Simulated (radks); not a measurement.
Task: C I, configuration [He] 2s2 2p2. All-electron calculation, Dirac Kohn-Sham, LDA (Slater exchange, Perdew-Wang correlation), spin-unpolarised, spherical densities, finite nucleus; open shells are shared between the two j in proportion to 2j + 1; Fermi nuclear charge, rms radius 2.4702 fm. Program: a radial shooting solver on a logarithmic mesh with Libxc functionals. Some entries of the table are withheld. Estimate them.

orbital      occ.  eigenvalue (eV)  <r> (bohr)
1s1/2           2              (1)      0.2727
2s1/2           2         -13.6391         (2)
2p1/2    0.666667              (3)         (4)
2p3/2     1.33333              (5)         (6)

Result: 
(1) 1s1/2 eigenvalue (eV): -270.8022
(2) 2s1/2 <r> (bohr): 1.583
(3) 2p1/2 eigenvalue (eV): -5.4216
(4) 2p1/2 <r> (bohr): 1.793
(5) 2p3/2 eigenvalue (eV): -5.4127
(6) 2p3/2 <r> (bohr): 1.795
